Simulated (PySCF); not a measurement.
Species: C3H6F3O2P.
Atom-mapped SMILES: `[CH3:1][P@@:2](=[O:3])([OH:4])[CH2:5][C:6]([F:7])([F:8])[F:9]` (hydrogens: H10, H11, H12 on C1; H13 on O4; H14, H15 on C5)

A GFN2-xTB structure was refined with HF/6-31G* geometry optimisation, gas phase in PySCF 2.14.0. Its GFN2-xTB values:

```
 coordinate  GFN2-xTB
      C1–P2   1.821 Å
     C1–H10   1.085 Å
      P2=O3   1.461 Å
      P2–O4   1.602 Å
      P2–C5   1.863 Å
     O4–H13   0.961 Å
      C5–C6   1.502 Å
     C5–H14   1.089 Å
     C5–H15   1.089 Å
      C6–F7   1.331 Å
      C6–F8   1.345 Å
   C1–P2–O3    117.7°
   C1–P2–O4    102.5°
   C1–P2–C5    103.3°
   P2–C5–C6    106.8°
   O3–P2–O4    113.4°
   O3–P2–C5    114.5°
   C5–C6–F7    113.0°
   F7–C6–F8    107.1°
C1–P2–C5–C6      173°
P2–C5–C6–F7      -78°
```

Question: How do these coordinates change at the HF/6-31G* level?

Answer: 
```
 coordinate  HF/6-31G* (Å or °)  change
      P2–C5               1.831  -0.032
      C1–P2               1.801  -0.020
      C6–F8               1.328  -0.017
      C6–F7               1.315  -0.016
     O4–H13               0.952  -0.009
      C5–C6               1.509  +0.007
     C5–H15               1.084  -0.005
     C5–H14               1.084  -0.005
      P2=O3               1.460  -0.001
     C1–H10               1.084  -0.001
      P2–O4               1.603  +0.001
   P2–C5–C6               115.0    +8.2
   O3–P2–O4               114.7    +1.3
   C1–P2–C5               104.4    +1.1
   C1–P2–O3               116.7    -1.0
   C1–P2–O4               101.5    -1.0
   C5–C6–F7               112.4    -0.6
   F7–C6–F8               107.6    +0.5
   O3–P2–C5               114.0    -0.5
P2–C5–C6–F7                 -71      +7
C1–P2–C5–C6                 178      +5
```

The energy falls by 3.3 kcal/mol over 8 energy and gradient evaluations, the largest force component goes from 0.0354 to 2.2e-04 Eh/bohr, and the atoms move by 0.135 Å rms after alignment. The bond that changes most is P2–C5 (phosphoryl phosphorus to sp3 carbon bound to phosphorus), which shortens by 0.032 Å. Bonds longer at the end by more than 0.005 Å: 1 of 14; shorter: 7. Among the dihedrals that turn most is H14–C5–C6–F9, from -79° to -69°. Rotational constants go from 2545, 919.7, 913.8 to 2535, 881.2, 876.5 MHz.

The run used 142 basis functions and 58 SCF cycles in all. Hardware: one thread, Arm Neoverse V1 (aarch64) (shared host). Cost: 45 s of wall time, 0.60 GiB resident at most.

No HF/6-31G* frequencies stand behind this structure, so it isn't proved a minimum. The numbers are those of one conformer.
